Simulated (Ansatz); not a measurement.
Basis sets compared for the cluster Si5Ge3. Charge 0, multiplicity 1. Geometry r2SCAN-D4/def2-SVP. Ansatz on 4 threads of Intel Xeon 6975P-C on a shared host; times are rough, and most runs start from earlier orbitals.

Cartesian coordinates in Å:
```
Si 1.086 0.806 -0.055
Si -1.007 1.134 -1.204
Si -0.869 -1.042 0.021
Si 0.944 -0.872 -1.743
Si -0.984 0.964 1.375
Ge -1.526 -1.088 -2.257
Ge 1.000 -1.206 1.618
Ge 1.357 1.304 2.245
```

The 6-31G sets use Cartesian d functions. The structure comes from a short search, and lower isomers may exist.

Binding counts from free atoms (Si triplet, Ge triplet) in the same basis, without a counterpoise term.

```json
{"level": "HF/STO-3G", "functions": "99", "energy (Eh)": "-7583.0946", "HOMO (eV)": "-3.29", "LUMO (eV)": "4.46", "binding per atom (eV)": "2.91", "wall time": "0.7 s"}
{"level": "HF/6-31G", "functions": "152", "energy (Eh)": "-7669.3837", "HOMO (eV)": "-7.14", "LUMO (eV)": "-0.64", "binding per atom (eV)": "0.93", "wall time": "1.9 s"}
{"level": "PBE-D4/def2-SVP", "functions": "186", "energy (Eh)": "-7675.6871", "HOMO (eV)": "-5.16", "LUMO (eV)": "-3.75", "binding per atom (eV)": "3.55", "wall time": "1.6 s"}
{"level": "PBE-D4/def2-TZVP", "functions": "329", "energy (Eh)": "-7676.9786", "HOMO (eV)": "-5.06", "LUMO (eV)": "-3.67", "binding per atom (eV)": "3.60", "wall time": "3.7 s"}
{"level": "PBE0-D4/def2-SVP", "functions": "186", "energy (Eh)": "-7675.9420", "HOMO (eV)": "-5.90", "LUMO (eV)": "-3.17", "binding per atom (eV)": "3.39", "wall time": "4 s"}
{"level": "PBE0-D4/def2-TZVP", "functions": "329", "energy (Eh)": "-7677.2300", "HOMO (eV)": "-5.78", "LUMO (eV)": "-3.06", "binding per atom (eV)": "3.46", "wall time": "16 s"}
```

Problem. Estimate the rows for PBE-D4/def2-TZVPD, PBE0-D4/def2-TZVPD.

Solution. 
| level | functions | energy (Eh) | HOMO (eV) | LUMO (eV) | binding per atom (eV) | wall time |
| --- | --- | --- | --- | --- | --- | --- |
| PBE-D4/def2-TZVPD | 377 | -7676.9806 | -5.07 | -3.68 | 3.60 | 5.5 s |
| PBE0-D4/def2-TZVPD | 377 | -7677.2321 | -5.78 | -3.07 | 3.46 | 14 s |
